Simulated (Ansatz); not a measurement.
The first iterations of a band of CH6B2S (10 atoms, charge 0, multiplicity 1).

All numbers below come from Ansatz, RKS BLYP-D4/def2-SVP.

```json
{"movable images": "7", "climbing image": "yes", "spring": "5.0 eV/Å²", "optimiser": "quadratic models (default)", "start path": "through a guess of the saddle point", "force threshold": "0.05 eV/Å", "iteration limit": "56", "end points": "relaxed"}
```

Image 0:

```xyz
10
Properties=species:S:1:pos:R:3
B -1.102 1.247 0.025
B 0.369 0.523 0.349
C 0.576 -1.031 0.534
S 1.159 -0.887 -1.261
H -1.672 1.264 -1.053
H -1.692 1.819 0.927
H 1.339 1.215 0.610
H -0.271 -1.735 0.597
H 1.438 -1.397 1.118
H -0.061 -1.069 -1.843
```

Image 8:

```xyz
10
Properties=species:S:1:pos:R:3
B -0.907 1.517 0.392
B -0.493 0.037 -0.259
C 0.403 -1.043 0.460
S 1.761 -0.306 -0.630
H -2.017 1.653 0.882
H -0.202 2.509 0.424
H -1.016 -0.321 -1.303
H 0.290 -2.120 0.249
H 0.726 -0.881 1.504
H 1.538 -1.098 -1.717
```

| iteration | highest image above the first end (eV) | largest band force component (eV/Å) |
| --- | --- | --- |
| 1 | 15.716 | 49.503 |
| 2 | 3.966 | 10.673 |
| 3 | 2.009 | 6.557 |
| 4 | 0.915 | 2.772 |
| 5 | 0.805 | 1.554 |
| 6 | 0.694 | 0.871 |
| 7 | 0.548 | 0.938 |

Does the band converge within its limit, and where does its top end?

The forces met the threshold. It ended after 21 iterations with the highest image 0.277 eV above the first end. A vibrational analysis at the climbing image gives one clearly imaginary mode, 101i cm⁻¹: a first-order saddle point.

Time of the run: 12 min on 1 thread of Intel(R) Xeon(R) Processor @ 2.50GHz (Skylake/Cascade Lake) (shared host), peak memory 0.13 GiB.
